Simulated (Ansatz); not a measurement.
`[CH3][AlH][TeH]`, relaxed with RKS PBE-D4/def2-SVP in Ansatz from a rough embedded geometry. The force threshold is 0.03 eV/Å; the program also tests the step.

Charge 0, multiplicity 1. Te: def2 effective core potential.

Start:

```xyz
8

C     0.755    0.700    0.797
Al    0.223   -0.526   -0.586
Te   -2.054   -1.753   -0.381
H     1.774    0.344    1.242
H     0.005    0.780    1.620
H     0.933    1.746    0.422
H     1.179   -0.789   -1.868
H    -2.814   -0.502   -1.247
```

| step | energy (eV) | largest force (eV/Å) | largest move (Å) |
| --- | --- | --- | --- |
| 1 | -15000.5977 | 1.469 | 0.000 |
| 2 | -15000.6560 | 0.514 | 0.116 |
| 3 | -15000.6714 | 0.128 | 0.040 |
| 4 | -15000.6762 | 0.099 | 0.071 |
| 5 | -15000.6796 | 0.057 | 0.024 |
| 6 | -15000.6920 | 0.321 | 0.154 |
| 7 | -15000.7410 | 0.376 | 0.200 |
| 8 | -15000.8049 | 0.426 | 0.200 |
| 9 | -15000.8623 | 0.498 | 0.194 |
| 10 | -15000.9286 | 0.302 | 0.200 |
| 11 | -15000.9750 | 0.108 | 0.200 |
| 12 | -15000.9900 | 0.017 | 0.146 |
| 13 | -15000.9902 | 0.067 | 0.060 |
| 14 | -15000.9909 | 0.003 | 0.019 |

End:

```xyz
8

C     0.889    0.701    0.922
Al   -0.013   -0.199   -0.571
Te   -2.384   -1.069   -0.215
H     1.798    0.135    1.218
H     0.250    0.812    1.821
H     1.232    1.714    0.619
H     0.656   -0.431   -2.006
H    -2.428   -1.662   -1.788
```

Hardware: 2 threads of an Arm Neoverse V2 on a shared host. Wall time 19 s, peak host memory 0.12 GiB.
